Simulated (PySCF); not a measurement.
**Worked example: dipole moment from atomic charges**

Ta(S)(F)2(OH) (F2HOSTa), SMILES [F][Ta]([F])([OH])=[S], multiplicity 1. Atoms are numbered in the order given.

```xyz
6

Ta    -0.0120     0.1653     0.0000
S     -0.0201    -2.0049     0.0000
F     -0.8737     0.7627    -1.5643
F     -0.8737     0.7627     1.5643
O      1.7828     0.7430     0.0000
H      2.6586     0.3368     0.0000
```
Charge 0, spin multiplicity 1.

Coordinates come from a B3LYP-D3(BJ)/def2-SVP optimisation. The multiplicity is an assumed one; no other spin state was optimised. The structure was generated by enumeration; whether it is a known compound was not checked. The def2 effective core potentials stand for the cores of Ta; spin–orbit coupling is left out. The values are those of a single conformer.

Charges (e) from ωB97X/def2-TZVP (PySCF):

| atom | ESP fit | Mulliken |
|---|---|---|
| Ta1 | 1.176 | 1.452 |
| S2 | -0.432 | -0.392 |
| F3 | -0.285 | -0.390 |
| F4 | -0.285 | -0.390 |
| O5 | -0.561 | -0.657 |
| H6 | 0.386 | 0.376 |

The dipole moment of the full density is 2.90 D.

Q: What dipole moment does each set of point charges give, and which comes closer to that of the density?

A: 
μ = Σ q r, and 1 e Å = 4.8032 D.
ESP fit: Σ q r = (0.519, 0.339, 0.000) e Å, |μ| = 2.98 D.
Mulliken: Σ q r = (0.500, 0.070, 0.000) e Å, |μ| = 2.43 D.
ESP fit comes closer in size. Point charges leave out the atoms' own dipoles (lone pairs, polarised bonds); fits to the potential absorb them, partitions of the density don't.
